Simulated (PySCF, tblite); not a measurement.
Isomers of C5H13NOSi2, one GFN2-xTB conformer each. Single-point energies are computed at PBE0/pcSseg-1 (PySCF, gas phase, no added dispersion term), electronic only.

```csv
SMILES,GFN2-xTB relative energy (kcal/mol)
C=N[SiH2][SiH2]C(C)(C)C=O,38.8
C=CC(=C)[Si@H](O)[SiH2]NC,21.4
C[SiH2]NC(=O)[C@@H]1CC[SiH2]1,0.0
C[SiH](C)/C=C\C(=O)N[SiH3],11.0
CCNC(=O)[C@H]1C[SiH2][SiH2]1,23.5
```

Conformers: `[CH2:1]=[N:2][SiH2:3][SiH2:4][C:5]([CH3:6])([CH3:7])[CH:8]=[O:9]` with C1–N2–Si3–Si4 112°, N2–Si3–Si4–C5 -82°, Si3–Si4–C5–C6 180°, Si4–C5–C8–O9 -83°; `[CH2:1]=[CH:2][C:3](=[CH2:4])[Si@H:5]([OH:6])[SiH2:7][NH:8][CH3:9]` with C1–C2–C3–C4 41°, C2–C3–Si5–O6 47°, C3–Si5–O6–H 53°, C3–Si5–Si7–N8 78°, Si5–Si7–N8–C9 -177°; `[CH3:1][SiH2:2][NH:3][C:4](=[O:5])[C@@H:6]1[CH2:7][CH2:8][SiH2:9]1` with C1–Si2–N3–C4 179°, Si2–N3–C4–O5 0°, N3–C4–C6–C7 -162°, C4–C6–C7–C8 -123°, C6–C7–C8–Si9 8°, C7–C8–Si9–C6 -7°, C4–C6–Si9–C8 124°; `[CH3:1][SiH:2]([CH3:3])/[CH:4]=[CH:5]\[C:6](=[O:7])[NH:8][SiH3:9]` with C1–Si2–C4–C5 70°, C4–C5–C6–O7 0°, C5–C6–N8–Si9 180°; `[CH3:1][CH2:2][NH:3][C:4](=[O:5])[C@H:6]1[CH2:7][SiH2:8][SiH2:9]1` with C1–C2–N3–C4 -108°, C2–N3–C4–O5 -5°, N3–C4–C6–C7 142°, C4–C6–C7–Si8 75°, C6–C7–Si8–Si9 24°, C7–Si8–Si9–C6 -19°, C4–C6–Si9–Si8 -87°.

Problem. What does PBE0/pcSseg-1 give for the same structures?

Solution. 
```csv
SMILES,PBE0/pcSseg-1 E (Eh),PBE0/pcSseg-1 (kcal/mol),GFN2-xTB (kcal/mol),point group
C[SiH](C)/C=C\C(=O)N[SiH3],-906.66495,0.0,11.0,Cs
C[SiH2]NC(=O)[C@@H]1CC[SiH2]1,-906.66452,0.3,0.0,C1
C=CC(=C)[Si@H](O)[SiH2]NC,-906.63326,19.9,21.4,C1
CCNC(=O)[C@H]1C[SiH2][SiH2]1,-906.63296,20.1,23.5,C1
C=N[SiH2][SiH2]C(C)(C)C=O,-906.60265,39.1,38.8,C1
```

GFN2-xTB puts C[SiH2]NC(=O)[C@@H]1CC[SiH2]1 lowest instead; measured from each level's own lowest isomer, the values differ by up to 11.0 kcal/mol (C[SiH](C)/C=C\C(=O)N[SiH3]: 11.0 against 0.0). As drawn, the lowest has an N–H bond, a C(=O)–N unit and a C=C bond outside aromatic rings, which the highest lacks; the highest has a C=N bond and an Si–Si bond, which the lowest lacks. Neighbours under 2.5 kcal/mol apart (C[SiH](C)/C=C\C(=O)N[SiH3] and C[SiH2]NC(=O)[C@@H]1CC[SiH2]1; C=CC(=C)[Si@H](O)[SiH2]NC and CCNC(=O)[C@H]1C[SiH2][SiH2]1) can change places with a better method, another conformer or zero-point energy.

Problem. Which frontier levels, dipoles and rotational constants go with these structures?

Solution. 
```csv
SMILES,"HOMO (eV, PBE0/pcSseg-1)",LUMO (eV),dipole (D),"A, B, C (MHz)"
C[SiH](C)/C=C\C(=O)N[SiH3],-7.75,-1.67,3.38,"1948, 688.4, 620.0"
C[SiH2]NC(=O)[C@@H]1CC[SiH2]1,-7.41,-0.13,3.43,"3039, 535.9, 500.2"
C=CC(=C)[Si@H](O)[SiH2]NC,-6.60,-1.01,1.24,"1576, 657.2, 582.5"
CCNC(=O)[C@H]1C[SiH2][SiH2]1,-7.14,-0.14,3.47,"2372, 675.4, 639.6"
C=N[SiH2][SiH2]C(C)(C)C=O,-6.81,-1.06,1.68,"1775, 834.6, 695.4"
```

Problem. What happens when harmonic zero-point energies from GFN2-xTB frequencies are added?

Solution. 
```
                       SMILES  ZPE (kcal/mol)  electronic (kcal/mol)  with ZPE (kcal/mol)
   C[SiH](C)/C=C\C(=O)N[SiH3]           103.2                    0.0                  0.0
C[SiH2]NC(=O)[C@@H]1CC[SiH2]1           104.8                    0.3                  1.8
    C=CC(=C)[Si@H](O)[SiH2]NC           103.8                   19.9                 20.5
 CCNC(=O)[C@H]1C[SiH2][SiH2]1           105.2                   20.1                 22.1
    C=N[SiH2][SiH2]C(C)(C)C=O           102.4                   39.1                 38.3
```

The zero-point energies span 2.8 kcal/mol. The order is unchanged.
